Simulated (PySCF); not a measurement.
## Bromine: a sound run and one with changed settings

Sound run: Br⁺ [Ar] 3d10 4s2 4p4, Br²⁺ [Ar] 3d10 4s2 4p3. Computed with PySCF 2.14 in aug-cc-pVDZ-PP with ECP10MDF (5s4p3d, 32 functions), with a scalar-relativistic core potential. The sound run starts from symmetry-adapted Hartree-Fock orbitals and uses a fine grid where one is needed.

Changed run: basis STO-3G, all-electron and non-relativistic. This setting is unsound on purpose.

```json
{"species": "Br⁺", "method": "UHF", "sound run (hartree)": "-415.07975", "changed run (hartree)": "-2544.32459", "converged": "yes"}
{"species": "Br⁺", "method": "B3LYP", "sound run (hartree)": "-416.42458", "changed run (hartree)": "-2545.57740", "converged": "yes"}
{"species": "Br⁺", "method": "M06-L", "sound run (hartree)": "-416.39427", "changed run (hartree)": "-2545.66624", "converged": "yes"}
{"species": "Br²⁺", "method": "UHF", "sound run (hartree)": "-414.33901", "changed run (hartree)": "-2543.59590", "converged": "yes"}
{"species": "Br²⁺", "method": "B3LYP", "sound run (hartree)": "-415.63564", "changed run (hartree)": "-2544.79364", "converged": "yes"}
{"species": "Br²⁺", "method": "M06-L", "sound run (hartree)": "-415.62105", "changed run (hartree)": "-2544.88317", "converged": "yes"}
```

Ionisation energy of Br⁺:

```csv
method,sound run (eV),changed run (eV)
UHF,20.157,19.828
B3LYP,21.468,21.327
M06-L,21.040,21.308
```

A minimal basis cannot let orbitals breathe on ionisation and holds almost no correlation. The Hamiltonian changed with the basis, so the totals do not compare.

For comparison, NIST gives 21.591 eV between the lowest levels.
